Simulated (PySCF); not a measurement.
SMILES C[C](C)(C)[Al]([F])[Cl] (C₄H₉AlClF) at its GFN2-xTB optimised geometry (Å):

```
16

Al     0.6265     1.0488     0.0000
Cl     2.6578     1.0488     0.0000
F     -0.1639     2.5054     0.0000
C     -0.5361    -0.6235     0.0214
C     -0.4143    -1.3589     1.3637
C     -1.9886    -0.1887    -0.1929
C     -0.1039    -1.5858    -1.0923
H     -1.0172    -2.2685     1.3511
H     -0.7590    -0.7312     2.1843
H      0.6204    -1.6397     1.5578
H     -2.2940     0.5199     0.5765
H     -2.1064     0.2978    -1.1608
H     -2.6578    -1.0493    -0.1545
H     -0.2469    -1.1354    -2.0739
H      0.9485    -1.8481    -0.9871
H     -0.6897    -2.5054    -1.0473
```

Computed with CAM-B3LYP/def2-TZVP (PySCF). Cells within 0.4 Å of a nucleus heavier than hydrogen are left out (blank, or x).

Map of the Laplacian of the electron density (e/bohr⁵) on the plane z = 1.0 Å:

```
|88888888888888888888888888888|
|88888888888888888888888888888|
|88888888888888888888888888888|
|88888888888888888888888888888|
|88888888888888888888888888888|
|88888888888888888888888888888|
|88888888888889988888888888888|
|88888888888889998888888888888|
|88888888888889988888888888888|
|88888888888888888888888888888|
|88888888888888888888999888888|
|88888888888888888888999988888|
|88888889888888888888999988888|
|88888888898888888888888888888|
|88888888998898888888888888888|
|88888888888999988888888888888|
|88888888889987998888888888888|
|88888888889930799888888888888|
|8888888888995x799888888888888|
|88888888889858999888888888888|
|88888888888779998888888888888|
|88888888888889888888888888888|
|88888888888888888888888888888|
|88888888888888888888888888888|
|88888888888888888888888888888|
|88888888888888888888888888888|
|88888888888888888888888888888|
|88888888888888888888888888888|
|88888888888888888888888888888|
```
Scale: ten equal steps from -0.714 (start of '0') to 0.177 (end of '9'), in the order '0123456789'; x runs from -5.00 to 5.00, y from -5.00 (bottom) to 5.00 (top).
